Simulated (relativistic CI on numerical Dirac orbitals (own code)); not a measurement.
# Energy levels of Nb²⁹⁺

These numbers are calculated, not measured: Dirac-Coulomb-Breit CI, separate exchange-only KLI orbitals for each configuration, model QED, unscaled Slater integrals (own radial code, finite nucleus).

Configuration list (outside the closed core [Ne]): 3s², 3s3p, 3p², 3s3d, 3d², 3p3d, 3p4s, 3d4s, 3s4s, 3s4p, 3s4d, 3s4f, 3s5s, 3s5p, 3s5d, 4s². Levels of other configurations are missing.

```csv
No.,Configuration,Term,J,E (10³ cm⁻¹),%,Lifetime (s)
1,3s²,¹S,0,0.0,98,
2,3s3p,³P°,0,469.6,100,
3,3s3p,³P°,1,505.0,91,6.47e-10
4,3s3p,³P°,2,657.3,100,2.29e-05
5,3s3p,¹P°,1,824.4,90,1.21e-11
6,3p²,³P,0,1131.7,82,2.31e-11
7,3p²,¹D,2,1269.9,59,4.23e-11
8,3p²,³P,1,1276.8,100,1.49e-11
9,3p²,³P,2,1441.4,69,1.44e-11
10,3s3d,³D,1,1480.7,100,1.37e-11
11,3s3d,³D,2,1495.5,97,1.54e-11
12,3s3d,³D,3,1518.2,100,2.06e-11
13,3p²,¹S,0,1585.6,79,1.12e-11
14,3s3d,¹D,2,1676.2,70,8.10e-12
15,3p3d,³F°,2,1986.6,78,5.70e-11
16,3p3d,³F°,3,2071.7,83,4.15e-11
17,3p3d,³P°,2,2089.6,37,1.68e-11
18,3p3d,³D°,1,2108.1,68,8.69e-12
19,3p3d,³F°,4,2210.1,100,3.28e-11
20,3p3d,¹D°,2,2214.7,41,1.02e-11
21,3p3d,³D°,3,2258.4,77,8.79e-12
22,3p3d,³P°,0,2263.3,100,8.59e-12
23,3p3d,³P°,1,2264.7,74,8.45e-12
24,3p3d,³P°,2,2279.8,56,9.91e-12
25,3p3d,¹F°,3,2388.4,87,8.64e-12
26,3p3d,¹P°,1,2422.2,86,8.67e-12
27,3d²,³F,2,2996.1,94,7.83e-12
28,3d²,³F,3,3024.3,100,9.35e-12
29,3d²,³F,4,3050.2,94,1.11e-11
30,3d²,³P,0,3077.0,96,6.62e-12
```

Energies count from the lowest computed level; ° marks odd parity; lifetimes are radiative, by E1, M1, E2, M2 decay to levels of this space only; some are left blank where a channel outside the calculation adds to the decay or the decay crosses a small, uncertain gap.

The mean weight of the leading LS term, summed over parents, in these 30 levels is 84 %, and that of the leading jj configuration (from the same eigenvectors) 85 %.

At this charge energies of transitions that change n are usually good to better than 1 %, and those within a shell (Δn = 0) to a few per cent.

LS names give the leading component of a level, which can be under half, so a name can repeat, a term be missing and a line seem to break the LS rules.
